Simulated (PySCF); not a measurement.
C₄H₅F, SMILES CC(F)=C=C. Atoms are numbered in the order given.

```xyz
10

C     -0.1358    -2.2169     0.0000
C     -0.0175    -0.9148     0.0000
C      0.0639     0.3955     0.0000
C     -1.0699     1.3575     0.0000
F      1.2656     1.0006     0.0000
H     -0.1847    -2.7892    -0.9346
H     -0.1847    -2.7892     0.9346
H     -2.0324     0.8313     0.0000
H     -1.0162     2.0068     0.8887
H     -1.0162     2.0068    -0.8887
```
Charge 0, spin multiplicity 1.

Geometry: PBE0-D3(BJ)/def2-SVP.

The numbers are results of ωB97X/def2-TZVP (PySCF), not measurements.

Gas-phase values at a fixed geometry.

* **total energy**: -255.23965 hartree
* **point group**: Cs
* **highest occupied level**: -9.39 eV
* **lowest empty level**: 1.88 eV
* **orbital gap**: 11.27 eV
* **dipole moment**: 1.70 D
* **quadrupole, principal values (traceless, Buckingham form, about the centre of nuclear charge)**: -4.79, -0.57, 5.36 D·Å
* **mean static polarisability**: 51.3 bohr³ (7.60 Å³)
* **polarisability, principal values**: 35.8, 38.1, 80.1 bohr³
